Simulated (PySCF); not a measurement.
C4H2ClF, SMILES C#C/C(Cl)=C\F. Atoms are numbered in the order given.

```xyz
8

C      2.2816    -1.0983     0.0000
C      1.1826    -0.5551     0.0000
C     -0.0776     0.0894     0.0000
Cl    -0.0955     1.8443     0.0000
C     -1.2716    -0.5577     0.0000
F     -1.3410    -1.8886     0.0000
H      3.2485    -1.5820     0.0000
H     -2.2458    -0.0443     0.0000
```

Geometry: PBE-D3(BJ)/def2-SVP. The structure was generated by enumeration; whether it is a known compound was not checked.

All values below come from PBE-D3(BJ)/def2-SVP (PySCF 2.14.0).

Frequencies are harmonic and unscaled.

| mode | ν (cm⁻¹) | IR (km/mol) | moving atoms (share of kinetic energy) |
|---|---|---|---|
| 1 | 131 | 1.4 | C 48 %, F 28 %, Cl 12 %, H 12 % |
| 2 | 234 | 4.3 | C 52 %, Cl 25 %, F 18 % |
| 3 | 241 | 1.6 | C 74 %, F 11 %, Cl 8 % |
| 4 | 274 | 8.3 | C 57 %, H 24 %, F 17 % |
| 5 | 416 | 2.5 | C 44 %, F 38 %, Cl 15 % |
| 6 | 489 | 1.8 | C 48 %, Cl 43 % |
| 7 | 566 | 4.6 | C 92 % |
| 8 | 606 | 31.7 | H 79 %, C 21 % |
| 9 | 678 | 27.6 | H 77 %, C 23 % |
| 10 | 760 | 20.4 | C 86 % |
| 11 | 802 | 14.5 | H 68 %, C 31 % |
| 12 | 1027 | 117.7 | C 82 % |
| 13 | 1187 | 107.2 | C 41 %, F 30 %, H 28 % |
| 14 | 1302 | 9.0 | H 57 %, C 41 % |
| 15 | 1645 | 42.1 | C 94 % |
| 16 | 2150 | 5.3 | C 92 %, H 8 % |
| 17 | 3146 | 3.3 | H 91 %, C 9 % |
| 18 | 3406 | 84.3 | H 86 %, C 14 % |
